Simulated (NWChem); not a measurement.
# Atomisation of H7BGe2

```
B
H 1 1.2097
Ge 1 2.0592 2 119.09
H 3 1.5405 1 114.45 2 -24.09
H 3 1.5412 4 108.58 1 127.01
H 3 1.5471 4 107.42 5 115.18
Ge 1 2.0608 2 117.23 3 178.79
H 7 1.5403 1 114.33 2 -171.59
H 7 1.5426 8 108.29 1 -124.78
H 7 1.5454 8 107.61 9 -115.32
```
Charge 0, spin multiplicity 1.

Program: NWChem. Structure: optimised with PBE0/def2-SVP, with no frequency check, so it may be a saddle point.

Basis set: def2-TZVP. The atomisation energy is electronic alone: no zero-point, thermal, spin-orbit or counterpoise terms. No value is extrapolated to the basis-set limit. Free atoms are single determinants with multiplicities B 2, Ge 3, H 2. Correlated methods freeze the same cores in atoms and molecule, 19 orbitals in all.

```
method     atomisation energy (kcal/mol)  relative cost
---------  -----------------------------  -------------
r2SCAN                             647.6        under 3
HF                                 488.1        under 3
PBE                                634.3        under 3
B3LYP                              636.3        under 3
MP2                                613.6              3
BLYP                               624.4        under 3
PBE0                               634.9        under 3
BHandHLYP                          632.7              1
```

The values span 159.5 kcal/mol, from HF (lowest) to r2SCAN (highest). Relative cost: rough, from shared machines, SCF included, BHandHLYP = 1. Costs are the molecule's.

The Hamiltonian is non-relativistic. B3LYP has NWChem's definition, with VWN1-RPA local correlation. The structure started from a generated list of species. The stability of the SCF solutions was not checked. Open-shell Hartree-Fock references start from PBE0 orbitals; any time given for them includes that run.
